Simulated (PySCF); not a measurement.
C6H9FO2.
Atom-mapped SMILES: `[CH3:1][C@@H:2]1[O:3][C@H:4]([F:5])[C:6]12[CH2:7][O:8][CH2:9]2` (hydrogens: H10, H11, H12 on C1; H13 on C2; H14 on C4; H15, H16 on C7; H17, H18 on C9)

Computed, not measured: PBE0-D3(BJ)/def2-SVP geometry optimisation, gas phase in PySCF 2.14.0.

(1) List the bond lengths, angles and torsions at this level.

Answers

(1) 
| bond | length (pm) |
| --- | --- |
| C1–C2 | 150.5 |
| C2–O3 | 144.3 |
| O3–C4 | 139.0 |
| C4–F5 | 136.4 |
| C4–C6 | 152.5 |
| C6–C7 | 152.7 |
| C7–O8 | 142.2 |
| O8–C9 | 142.6 |
| C2–C6 | 153.6 |
| C6–C9 | 152.6 |
| C1–H10, C1–H11, C1–H12 | 110.0 |
| C2–H13 | 110.5 |
| C4–H14 | 110.5 |
| C7–H15 | 110.6 |
| C7–H16 | 110.6 |
| C9–H17 | 110.3 |
| C9–H18 | 110.4 |

Bonds in one row agree within 1 pm and their mean is given. A selection of angles:
| angle | degrees |
| --- | --- |
| C1–C2–O3 | 112.5 |
| C1–C2–C6 | 118.6 |
| O3–C2–C6 | 90.3 |
| C2–O3–C4 | 92.7 |
| O3–C4–F5 | 111.7 |
| O3–C4–C6 | 92.8 |
| F5–C4–C6 | 113.1 |
| C4–C6–C7 | 123.0 |
| C4–C6–C9 | 121.6 |
| C7–C6–C9 | 84.1 |
| C2–C6–C4 | 84.0 |
| C2–C6–C7 | 123.9 |
| C2–C6–C9 | 125.4 |
| C6–C7–O8 | 92.1 |
| C7–O8–C9 | 91.8 |
| C6–C9–O8 | 92.0 |

Dihedral angles: C1–C2–O3–C4 -118° (anticlinal); C2–O3–C4–F5 113° (anticlinal); O3–C4–C6–C7 -124° (anticlinal); C4–C6–C7–O8 -124° (anticlinal); C6–C7–O8–C9 -1° (synperiplanar); C7–O8–C9–C6 1° (synperiplanar); C1–C2–C6–C4 113° (anticlinal); C4–C6–C9–O8 125° (anticlinal).

O8 (cyclic ether oxygen) is bent (angle 91.8°). The 4-membered ring C6–C7–O8–C9 has internal angles of 84.1° to 92.1°; it is planar, 0.00 Å rms from its mean plane, widest ring torsion 1°. Of the pairs four or more bonds apart, F5···H17 is among the closest relative to their van der Waals radii: 2.52 Å, 94 % of the sum of Bondi's values. The C–O distances run from 1.390 Å (O3–C4, drawn single) to 1.443 Å (C2–O3, drawn single), a spread of 0.053 Å. The 4-membered ring C2–O3–C4–C6 has internal angles of 84.0° to 92.8° (sum 360°, against 360° for a flat polygon); it is almost planar, 0.02 Å rms from its mean plane, widest ring torsion 3°. The 5 C–C bonds span 1.505 Å (C1–C2, drawn single) to 1.536 Å (C2–C6, drawn single), a spread of 0.031 Å. O3 (cyclic ether oxygen) is bent (angle 92.7°).

Point group: C1 (no symmetry element, even within 0.4 Å). PBE0-D3(BJ)/def2-SVP frequencies: not computed here.
